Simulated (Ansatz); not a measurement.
Consider the ligand exchange at a Ga–Cl bond: `[F][Ga]([F])[Cl]` + CH₃SH → `C[S][Ga]([F])[F]` + HCl.

Program: Ansatz. Geometries: PBE0-D4/def2-TZVP. ΔE: electronic, gas phase. CCSD(T)/CBS is the MP2 limit (def2-TZVPP, def2-QZVPP) plus CCSD(T) − MP2 in def2-TZVPP, frozen cores. This one scheme is used for every species. Functionals use def2-TZVPP. For Ga outer-core shells are correlated without core-valence functions, which leaves a few kJ/mol of doubt a bond. Scalar relativity is left out up to krypton. Each species was taken in one conformer, which may not be the lowest.

CCSD(T)/CBS gives +3.1 kcal/mol.

(1) Another level gave +2.2 kcal/mol. Which?
A. PBE-D4/def2-TZVPP
B. HF/def2-TZVPP
C. CAM-B3LYP/def2-TZVPP
D. BLYP/def2-TZVPP

(2) What do rigid-rotor, harmonic-oscillator terms from PBE0-D4/def2-TZVP frequencies (298.15 K, 1 bar) make of the CCSD(T)/CBS value? (Best estimate.)

Largest T1 diagnostic among the species: 0.014.

Results:

(1) A. PBE-D4 2.2, BLYP 3.9, CAM-B3LYP 5.0, HF/def2-TZVPP 8.6 kcal/mol.

(2) The calculation gave: ΔZPE = -0.9 kcal/mol, ΔH = +3.0 kcal/mol, ΔS = 3 J/(mol·K), ΔG = +2.8 kcal/mol. Modes under 50 cm⁻¹ make the entropy rough.

In def2-TZVPP, CCSD(T) changes the Hartree–Fock value by −4.4 kcal/mol (the triples alone add −0.6 kcal/mol) and MP2 by −4.6 kcal/mol. From r2SCAN to r2SCAN0 (25 % exact exchange), in def2-TZVPP and without D4, ΔE moves by +0.7 kcal/mol. At CCSD(T), def2-SVP lies +2.9 kcal/mol from the extrapolated value and def2-TZVPP +1.1 kcal/mol.
